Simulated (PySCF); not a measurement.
4-phenyl-1-butene (`C=CCCC1=CC=CC=C1`). Method: PBE0-D3(BJ)/def2-SVP geometry optimisation, gas phase (PySCF).

```
atom  x, y, z in Å
C1     3.8667    0.5896   -0.8863
C2     3.0065    0.0433   -0.0259
C3     1.5530    0.3791    0.0763
C4     0.6440   -0.8231   -0.2175
C5    -0.8161   -0.4860   -0.0902
C6    -1.4782   -0.6063    1.1372
C7    -2.8190   -0.2491    1.2671
C8    -3.5230    0.2379    0.1667
C9    -2.8764    0.3633   -1.0620
C10   -1.5356    0.0046   -1.1861
H11    4.9184    0.2926   -0.9128
H12    3.5498    1.3618   -1.5951
H13    3.3690   -0.7309    0.6637
H14    1.3270    0.7447    1.0941
H15    1.3047    1.2043   -0.6109
H16    0.8968   -1.6457    0.4720
H17    0.8581   -1.1911   -1.2337
H18   -0.9331   -0.9915    2.0040
H19   -3.3185   -0.3551    2.2332
H20   -4.5750    0.5157    0.2657
H21   -3.4211    0.7396   -1.9315
H22   -1.0352    0.1013   -2.1540
```

(1) Work out the bond lengths C2–H13, C3–H14, C3–H15, C7–C8, C8–H20, C9–C10 in bohr.

(2) How far apart are these pairs, which share no bond: C2···H20, C5···H15, H15···H16, H18···H19, H18···H22?

(3) Give the dihedral angles H14–C3–C4–H17, C2–C3–C4–H16, C6–C5–C10–C9, C3–C4–C5–C6, H17–C4–C5–C10.

(4) How far are the heavy atoms from their best plane (unweighted least squares)?

(5) What is the repulsion energy of the bare nuclei, Σ ZA·ZB/RAB?

(6) What are the angles C5–C4–H17, C3–C4–H17, C7–C6–H18, C6–C7–C8, C10–C9–H21, C8–C9–H21, C8–C9–C10, C5–C10–H22?

(7) Write the matrix of distances between heavy atoms (Å, lower triangle).

Results:

(1) For C2–H13 the difference vector is (0.3625, -0.7742, 0.6896) Å, of length 1.0983 Å. 1 bohr = 0.529177 Å. C2–H13 2.076; C3–H14 2.088; C3–H15 2.083; C7–C8 2.635; C8–H20 2.065; C9–C10 2.633 bohr.

(2) C2···H20 7.602 Å (7 bonds apart); C5···H15 2.762 Å (3 bonds apart); H15···H16 3.076 Å (3 bonds apart); H18···H19 2.479 Å (3 bonds apart); H18···H22 4.300 Å (4 bonds apart).

(3) H14–C3–C4–H17 180° (antiperiplanar); C2–C3–C4–H16 57° (synclinal); C6–C5–C10–C9 0° (synperiplanar); C3–C4–C5–C6 -89° (synclinal); H17–C4–C5–C10 -33° (synclinal). Dihedral signs follow IUPAC: positive where, seen along the central bond, the front bond turns clockwise onto the rear one.

(4) 0.375 Å rms; C1 0.30, C2 0.07, C3 0.44, C4 0.79, C5 0.41, C6 0.12, C7 0.27, C8 0.40, C9 0.12, C10 0.28 Å (magnitudes).

(5) 465.24 Eh over 231 pairs, with full nuclear charges and distances in bohr; the largest single term is 14.28 Eh (C1 with C2).

(6) From the scalar product of the two bond vectors; for C5–C4–H17 it is -0.5660 Å² over 1.5039 × 1.1018 Å², cos θ = -0.3416. C5–C4–H17 110.0°; C3–C4–H17 108.8°; C7–C6–H18 119.7°; C6–C7–C8 120.1°; C10–C9–H21 119.8°; C8–C9–H21 120.1°; C8–C9–C10 120.1°; C5–C10–H22 119.2°.

(7) 
```
C1    0.000
C2    1.334  0.000
C3    2.515  1.495  0.000
C4    3.582  2.524  1.536  0.000
C5    4.870  3.860  2.528  1.504  0.000
C6    5.839  4.678  3.359  2.527  1.400  0.000
C7    7.074  5.974  4.575  3.811  2.431  1.394  0.000
C8    7.473  6.535  5.079  4.317  2.814  2.416  1.394  0.000
C9    6.749  5.982  4.573  3.810  2.431  2.781  2.409  1.394  0.000
C10   5.442  4.688  3.358  2.525  1.400  2.403  2.780  2.415  1.393  0.000
```

No PBE0-D3(BJ)/def2-SVP frequencies stand behind this structure, so it isn't proved a minimum. The numbers are those of one conformer.

Rough CPU time on one thread of a shared machine: about 2.1 min. These figures are those of the optimisation.
